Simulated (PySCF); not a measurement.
Planning a shielding job on `CSc1ncns1`.

Method: GIAO PBE0/pcSseg-1 NMR shielding, non-relativistic, gas phase (PySCF 2.14.0, density-fitted response routines). Geometry: GFN2-xTB, NEB image 2 of 0 to 8. Work: shieldings, ring-centre shieldings, density fitting. The input is one job of a driver script: a line of settings, then coordinates in Å.

Command:
```bash
OMP_NUM_THREADS=1 python probes_run.py task.json out
```

Input:
```
{"job": {"kind": "nmr", "xc": "PBE0", "basis": "pcSseg-1", "pop": false}, "charge": 0, "multiplicity": 1}
C     -2.145200     0.126900    -0.000700
S     -1.166400    -1.349300     0.418000
C      0.415100    -0.702600     0.141600
N      0.821900     0.482400     0.482400
C      2.096100     0.642500     0.096500
N      2.695900    -0.334100    -0.523700
S      1.675300    -1.595100    -0.690300
H     -3.186000    -0.135200     0.155400
H     -1.970200     0.353400    -1.048300
H     -1.847900     0.956300     0.631300
H      2.616900     1.557400     0.311900
```

Hardware: Arm Neoverse V1, one thread (shared host). PySCF's memory limit was set to 1200 MB.

The basis has 153 functions.

How long does the run take?

About 15 s. The SCF took 14 cycles.

How much memory does it need at the peak?

About 0.73 GiB. Peak memory is the resident size of the whole Python process, interpreter and libraries included.

At this speed, how long would 1000 such jobs take on 96 cores, one job a core?

1000/96 gives 11 rounds of 15 s, about 2.8 min of wall time and 4.2 core-hours, if the jobs don't slow each other.

The SCF part of the output:
```
coarse grid: 11112 points
cycle   1  E = -1021.9119253115  dE =  1.328e+00  |g| = 4.120e-01  |ddm| = 3.447e+00
cycle   2  E = -1021.8333799028  dE =  7.855e-02  |g| = 7.288e-01  |ddm| = 9.371e-01
cycle   3  E = -1021.9492116359  dE = -1.158e-01  |g| = 9.600e-02  |ddm| = 6.530e-01
cycle   4  E = -1021.9510743176  dE = -1.863e-03  |g| = 4.704e-02  |ddm| = 1.313e-01
cycle   5  E = -1021.9515736378  dE = -4.993e-04  |g| = 1.665e-02  |ddm| = 5.299e-02
cycle   6  E = -1021.9516302029  dE = -5.657e-05  |g| = 6.463e-03  |ddm| = 1.995e-02
cycle   7  E = -1021.9516399383  dE = -9.735e-06  |g| = 1.065e-03  |ddm| = 5.856e-03
final grid: 100592 points
cycle   8  E = -1021.9951862253  dE = -1.791e-05  |g| = 9.862e-03  |ddm| = 2.490e-02
cycle   9  E = -1021.9951522882  dE =  3.394e-05  |g| = 1.518e-02  |ddm| = 2.208e-02
cycle  10  E = -1021.9952079947  dE = -5.571e-05  |g| = 1.954e-03  |ddm| = 1.582e-02
cycle  11  E = -1021.9952089437  dE = -9.490e-07  |g| = 4.305e-04  |ddm| = 2.148e-03
cycle  12  E = -1021.9952089785  dE = -3.476e-08  |g| = 1.707e-04  |ddm| = 4.222e-04
cycle  13  E = -1021.9952089838  dE = -5.366e-09  |g| = 6.356e-05  |ddm| = 1.656e-04
cycle  14  E = -1021.9952089847  dE = -8.938e-10  |g| = 2.652e-05  |ddm| = 7.900e-05
converged SCF energy = -1021.9952089847
```

On the final grid dE counts from the start density on that grid.

Other jobs ran on the host; a repeat could differ by tens of per cent or more.
